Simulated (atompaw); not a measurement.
**Ge (Z = 32): one change to a PAW (atompaw) potential, before and after**

```json
{"Element": "germanium", "Generator": "atompaw 4.2.0.5", "Type": "PAW", "Functional": "PBE", "Relativity": "non-relativistic", "Frozen core": "[Ne] 3s2", "Valence charge": "20", "Reference configuration": "3p6 3d10 4s2 4p1.5 (charge +0.5)", "Partial waves": "4s (bound): rc 0.65 bohr; 4s channel at 4.25 Ry: rc 0.65 bohr; 3p (bound): rc 0.85 bohr; 4p (bound): rc 1.45 bohr; 3d (bound): rc 1.45 bohr; 3d channel at -2.05 Ry: rc 1.45 bohr", "Local potential": "troulliermartins scheme with l = 3 at 0.5 Ry, radius 1.30 bohr", "Core correction": "smooth core density matched at 0.95 bohr", "Augmentation charge": "sinc compensation charge, radius 1.20 bohr; PAW radius 1.45 bohr; waves and projectors: custom rrkj gramschmidtortho"}
```

Change: scalar-relativistic.

Cutoffs: the cutoffs (Ry, on a coarse ladder) from which the occupation-weighted sum of valence levels, in a spherical-Bessel basis at the reference potential, stays within 10 and 1 mRy of its value at 400 Ry; they do not see the model core or the augmentation charge, which bear on the density cutoff.

Q: What does the change do?

A: The potential gets harder (120 Ry and 230 Ry → 140 Ry and 230 Ry); both files keep a bound ghost (s).

| quantity | base | changed |
| --- | --- | --- |
| cutoff, loose | 120 Ry | 140 Ry |
| cutoff, tight | 230 Ry | 230 Ry |
| loose cutoff by channel (10 mRy a level) | s 35 Ry, p 100 Ry, d 45 Ry | s 40 Ry, p 100 Ry, d 45 Ry |
| bound ghosts | s | s |
| s: phases at 1.45 bohr within 0.05 rad from the reference energy up to (Ry; the scan ends near 5) | to the end of the scan | to the end of the scan |
| p: phases at 1.45 bohr within 0.05 rad from the reference energy up to (Ry; the scan ends near 5) | 1.7 | 1.8 |
| d: phases at 1.45 bohr within 0.05 rad from the reference energy up to (Ry; the scan ends near 5) | 4.0 | 3.9 |
| lowest overlap eigenvalue by channel | s 0.51, p 0.49, d 1.00 | s 0.51, p 0.49, d 1.00 |

Base: The 4s radius (0.65 bohr) lies inside the outermost node of the all-electron wave (0.78 bohr), which a nodeless pseudo-wave cannot match soundly. Changed file: The 4s radius (0.65 bohr) lies inside the outermost node of the all-electron wave (0.77 bohr), which a nodeless pseudo-wave cannot match soundly. A true bound ghost makes a file unfit for plane-wave use even where its test errors are small: the radial tests pick states by their node count and pass the ghost by. The cutoffs see the waves, projectors and local potential, not the compensation charge or the core.
